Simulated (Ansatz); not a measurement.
Mg₃N₂⁻: single points at one geometry.

```yaml
crystal:
  periodic: [false, false, false]
  atoms:
    - {symbol: Mg, position_ang: [-1.766215, 1.655295, -0.754032]}
    - {symbol: Mg, position_ang: [1.112975, 0.745367, -0.842506]}
    - {symbol: Mg, position_ang: [1.680401, -1.712724, 0.818928]}
    - {symbol: N, position_ang: [-0.095902, -0.752121, 0.579408]}
    - {symbol: N, position_ang: [-0.931259, 0.064193, 0.198203]}
basis:
  gaussian: {orbitals: def2-TZVPD, initial_orbitals: start.molden}
total_charge: -1
magnetization: {spin_polarized: true, initial_magnetization: 3}
hamiltonian: {xc: pbe, dispersion: d4}
scf: {omitted_lower_state_checks: [starts]}
output: {orbitals: {seedname: orbitals}}
```

The file start.molden holds the orbitals of an earlier run on this structure, at another level or in another basis.

```sh
$ ansatz run in.yaml --threads 4 --pin off --events-out ev --progress --plain --max-ram 3916MiB
```

Output, abridged:

```
Functional definition: PBE
1282 factors; their error is unknown
mean field evaluation 1: about -19301.1222 eV, gradient 6.6e0 eV
mean field evaluation 2: about -19301.2416 eV, gradient 2.7e-1 eV
mean field evaluation 4: about -19301.2145 eV, gradient 1.2e-1 eV
mean field evaluation 8: about -19301.2146 eV, gradient 2.2e-5 eV
mean field -19301.21457295 eV, -709.3065527229 hartree, gradient 2.2e-5 eV, S^2 3.783578; 0 other end points of the search recorded, 0 dependent functions left out
reference -19301.21461826 eV, -709.3065543878 hartree; 27, 24 occupied and 152, 155 virtual orbitals, 1282 factors
Total energy: -19301.35605312 eV, -709.3117520231 hartree
Checks for a lower state left out: starts
```

It took 3.8 s on 4 threads of Arm Neoverse V1 on a shared host.

The first input with `hamiltonian: {xc: hf}` (abridged; 6.5 s):

```
Functional definition: HF
mean field -19259.13949083 eV, -707.7603219742 hartree, gradient 2.2e-5 eV, S^2 4.354808
Total energy: -19259.13949083 eV, -707.7603219742 hartree
Checks for a lower state left out: starts
```

First input, but with `hamiltonian: {xc: r2scan, dispersion: d4}` (abridged; 10 s):

```
Functional definition: r2SCAN
mean field -19310.70096579 eV, -709.6551712294 hartree, gradient 3.4e-5 eV, S^2 3.853763
Total energy: -19310.73061039 eV, -709.6562606483 hartree
Checks for a lower state left out: starts
```

The first input with `hamiltonian: {xc: pbe0, dispersion: d4}` (abridged; 7 s):

```
Functional definition: PBE0
mean field -19302.26462589 eV, -709.3451414565 hartree, gradient 2.2e-5 eV, S^2 3.845637
Total energy: -19302.38418265 eV, -709.3495350866 hartree
Checks for a lower state left out: starts
```

As the first input, with `hamiltonian: {xc: {name: LC-wPBE}}` (abridged; 7.5 s):

```
Functional definition: LC-wPBE
mean field -19305.30985703 eV, -709.4570516367 hartree, gradient 2.4e-5 eV, S^2 4.030946
Total energy: -19305.30985703 eV, -709.4570516368 hartree
Checks for a lower state left out: starts
```

Geometry: B3LYP-D4/def2-SVPD.

LC-ωPBE has ω = 0.4 bohr⁻¹. At PBE-D4/def2-TZVPD, r2SCAN-D4/def2-TZVPD the highest occupied level of the charge -1 quartet lies above zero (up to 0.36 eV). It is a level of α spin, whose loss leaves a triplet; that state wasn't run at this geometry and level. The electron is either unbound and held by the finite basis, or the level is raised by self-interaction error. At HF/def2-TZVPD, LC-ωPBE/def2-TZVPD the charge -1 quartet is spin-contaminated (final ⟨S²⟩ up to 4.35, 3.75 for a pure state). The order of the spin states hangs on the level: the doublet lies 0.22 eV below the quartet at PBE0-D4/def2-TZVPD, but 0.44 eV above it at r2SCAN-D4/def2-TZVPD. The structure comes from a short search, and lower isomers may exist.
